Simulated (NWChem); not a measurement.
System meant: C$_{7}$H$_{7}$, doublet; SMILES Cc1c[c]ccc1

NWChem input:

```
start job
memory heap 200 mb stack 900 mb global 1100 mb
geometry units angstroms noautoz
  C      0.062660    -2.380338     0.007383
  C     -0.008739    -0.879932    -0.008901
  C     -1.255687    -0.224182    -0.006727
  C     -1.253401     1.149984     0.001758
  C     -0.140109     1.959918     0.005989
  C      1.094742     1.299655     0.001262
  C      1.151812    -0.094888    -0.006582
  H     -0.145876    -2.774609     1.015987
  H     -0.677758    -2.826103    -0.673859
  H      1.058647    -2.739378    -0.288445
  H     -2.185207    -0.802271    -0.012922
  H     -0.202146     3.051225     0.009656
  H      2.021187     1.881200     0.000907
  H      2.126765    -0.589974    -0.012717
end
basis spherical
  * library def2-svp
end
dft
  odft
  mult 2
  xc b3lyp
  iterations 4
  mulliken
end
task dft energy
```

End of the output:

```
     --------------------------
     Expectation value of S2:
     --------------------------
      <S2> =      0.7547 (Exact =     0.7500)

 center of mass
 --------------
 x =  -0.04146507 y =   0.09933324 z =  -0.00079365

 moments of inertia (a.u.)
 ------------------
         710.090388990442          -0.000000000000           0.000000000000
          -0.000000000000         303.665443376926          -0.000000000000
           0.000000000000          -0.000000000000        1002.432947668124

     Multipole analysis of the density
     ---------------------------------

     L   x y z        total         alpha         beta         nuclear
     -   - - -        -----         -----         ----         -------
     0   0 0 0      0.000000    -25.000000    -24.000000     49.000000

     1   1 0 0      0.289189      1.511947     -1.222758     -0.000000
     1   0 1 0     -0.368859     -1.354710      0.985852     -0.000000
     1   0 0 1      0.015970      0.007578      0.008392      0.000000

     2   2 0 0    -29.842315   -107.716586    -97.829241    175.703512
     2   1 1 0      1.449151      1.433418     -5.231000      5.246733
     2   1 0 1      0.004960      0.000845     -0.004175      0.008290
     2   0 2 0    -28.077701   -227.023264   -219.391976    418.337540
     2   0 1 1     -0.058560      0.034595      0.049784     -0.142940
     2   0 0 2    -33.154924    -19.707302    -19.059630      5.612008

 ------------------------------------------------------------------------
 dft energy failed                                                                                  0
 ------------------------------------------------------------------------
 ------------------------------------------------------------------------
  current input line :
    29: task dft energy
 ------------------------------------------------------------------------
 ------------------------------------------------------------------------
 This type of error is most commonly associated with calculations not reaching convergence criteria
 ------------------------------------------------------------------------
 For more information see the NWChem manual at https://nwchemgit.github.io

0:dft energy failed:Received an Error in Communication
```

Task: Can this run be used? If not, why, and what is the fix?

Result: The run did not converge; its last values are not results. Cause: the SCF was allowed too few iterations. This input runs:
```
start job
memory heap 200 mb stack 900 mb global 1100 mb
geometry units angstroms noautoz
  C      0.062660    -2.380338     0.007383
  C     -0.008739    -0.879932    -0.008901
  C     -1.255687    -0.224182    -0.006727
  C     -1.253401     1.149984     0.001758
  C     -0.140109     1.959918     0.005989
  C      1.094742     1.299655     0.001262
  C      1.151812    -0.094888    -0.006582
  H     -0.145876    -2.774609     1.015987
  H     -0.677758    -2.826103    -0.673859
  H      1.058647    -2.739378    -0.288445
  H     -2.185207    -0.802271    -0.012922
  H     -0.202146     3.051225     0.009656
  H      2.021187     1.881200     0.000907
  H      2.126765    -0.589974    -0.012717
end
basis spherical
  * library def2-svp
end
dft
  odft
  mult 2
  xc b3lyp
  iterations 150
  mulliken
end
task dft energy
```
It converges to -270.68567 Ha (B3LYP/def2-SVP, spin-unrestricted).
